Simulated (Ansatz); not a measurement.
Energy needed to pull apart CH2FGaO (SMILES O=[CH][GaH][F]), singlet, into free ground-state atoms, from the structure below (displaced at random from a GFN2-xTB minimum); no zero-point or spin–orbit terms; open-shell atoms are treated unrestricted, in their ground-state multiplicity.

O1  (1.839, 0.388, -0.880)
C2  (0.722, -0.049, -0.731)
Ga3  (-0.451, 0.061, 0.983)
F4  (-1.978, -0.675, 0.451)
H5  (0.233, -0.645, -1.667)
H6  (-0.472, 0.959, 2.333)
(Å)

Ansatz 0.2.0; basis: def2-TZVPP; cores frozen in the correlated methods. Filled d shells of the heavier atoms are correlated. The def2 sets are not built for correlating such inner shells, so the correlated values are less sure here.

```tsv
method	atomization energy (kJ/mol)
PBE-D4	2165
r2SCAN-D4	?
PBE0-D4	2071
CAM-B3LYP-D4	2084
wB97X-V	2090
wB97M-V	?
HF	1386
MP2	2113
CCSD	1986
CCSD(T)	2036
```

Task: What does wB97M-V give? (To be estimated.)

Result: The calculation gives: 2078 kJ/mol, which is about 42 kJ/mol more than CCSD(T)/def2-TZVPP.

Task: What does r2SCAN-D4 give? (Judge from chemistry; the value comes from the calculation.)

Result: Computed: 2100 kJ/mol, which is about 64 kJ/mol more than CCSD(T)/def2-TZVPP.

In triple zeta the MP2 and coupled-cluster atomization energies are still short of their basis limit by a few kcal/mol a bond, whereas those of the functionals are nearly converged, so these differences are not deviations from converged CCSD(T).

The T1 diagnostic stays at or below 0.017.

For scale, one of the runs: CCSD(T)/def2-TZVPP forces, 169 basis functions (an equivalent command: `ansatz run in.yaml --threads 4`). Time: 3.2 min of wall clock on 4 CPU threads; the host was shared. Peak host memory: 2.7 GiB.
